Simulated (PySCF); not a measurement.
Computed shifts of a molecule C4H8OS, PBE0/pcSseg-1 (PySCF), GIAO, gas phase, equivalent atoms averaged, in ppm (number of nuclei): ¹³C: 209.4 (1), 49.9 (1), 35.5 (1), 28.4 (1). ¹H: 10.20 (1), 3.46 (1), 3.09 (1), 3.06 (1), 2.58 (1), 2.30 (1), 2.29 (1), 1.91 (1). References: ¹⁷O against H2O (σ = 334.2 ppm); ¹³C against TMS (σ = 186.3 ppm); ³³S against H2S (σ = 716.7 ppm); ¹H against TMS (σ = 31.56 ppm), references at their B3LYP-D3(BJ)/def2-TZVP geometries, non-relativistic. The structure is a stationary point at PBE-D3(BJ)/def2-SVP. The values are those of a single conformer.

Question: Which molecule gave these data?
A. C=COCSC
B. CSCC(C)=O
C. CC[C@@H](S)C=O
D. O=CCCCS

Answer: D, O=CCCCS
